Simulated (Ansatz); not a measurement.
Isolated molecules relaxed with PBE0-D4/def2-TZVP in Ansatz; ΔE leaves out vibrations. CBS: MP2 limit from def2 TZ/QZ plus the TZ coupled-cluster correction, frozen cores. Each species was taken in one conformer, which may not be the lowest.

`B[C](=C)[AlH2]` + `C[SiH2]BN` → `C[SiH2]B[NH][AlH2]` + `BC=C`  (ligand exchange at the Al–C bond)

`B[C](=C)[AlH2]`:

Cartesian coordinates in Å:
```
B -0.388 -1.511 0.484
C 0.004 -0.129 -0.081
C 0.404 -0.097 -1.370
Al -0.029 1.557 0.900
H -0.324 -2.478 -0.227
H -0.756 -1.656 1.616
H 0.447 -1.002 -1.979
H 0.705 0.820 -1.879
H 0.419 2.869 0.118
H -0.483 1.628 2.418
```

`C[SiH2]BN`:

Z-matrix (Å, degrees):
```
C
Si 1 1.882
H 1 1.093 2 110.9
H 1 1.092 2 111.2 3 120.3
H 1 1.093 2 110.5 3 -119.6
B 2 2.017 1 112.5 3 61.1
H 2 1.498 1 109.0 3 -61.8
H 2 1.495 1 108.6 3 -177.2
N 6 1.387 2 121.0 1 -124.9
H 6 1.201 2 121.9 1 54.9
H 9 1.007 6 123.3 2 -0.2
H 9 1.007 6 123.4 2 -179.6
```

`C[SiH2]B[NH][AlH2]`:

Z-matrix (Å, degrees):
```
C
Si 1 1.881
H 1 1.093 2 109.6
H 1 1.092 2 111.6 3 119.8
H 1 1.092 2 111.6 3 -119.7
B 2 2.024 1 122.8 3 179.2
H 2 1.497 1 108.2 3 56.2
H 2 1.497 1 108.3 3 -57.5
N 6 1.408 2 130.8 1 1.5
H 6 1.208 2 112.0 1 -178.6
Al 9 1.804 6 132.3 2 0.5
H 9 1.014 6 113.2 2 -179.9
H 11 1.574 9 120.2 6 -0.1
H 11 1.582 9 115.5 6 179.8
```

`BC=C`:

```xyz
8

B    -1.122    0.465    0.418
C     0.378    0.143    0.381
C     0.900   -0.548   -0.641
H    -1.815    0.086   -0.484
H    -1.617    1.080    1.318
H     1.052    0.463    1.173
H     0.269   -0.890   -1.457
H     1.956   -0.798   -0.708
```

| species | CCSD/def2-TZVPP energy (Eh) |
| --- | --- |
| `B[C](=C)[AlH2]` | -346.36908 |
| `C[SiH2]BN` | -411.36801 |
| `C[SiH2]B[NH][AlH2]` | -653.97406 |
| `BC=C` | -103.79025 |

(1) Work out ΔE.

Largest T1 diagnostic among the species: 0.012.

Answers

(1) ΔE = (-653.97406) + (-103.79025) − (-346.36908) − (-411.36801) = -0.02722 Eh = -71.5 kJ/mol. CCSD(T)/CBS gives -70.8 kJ/mol.
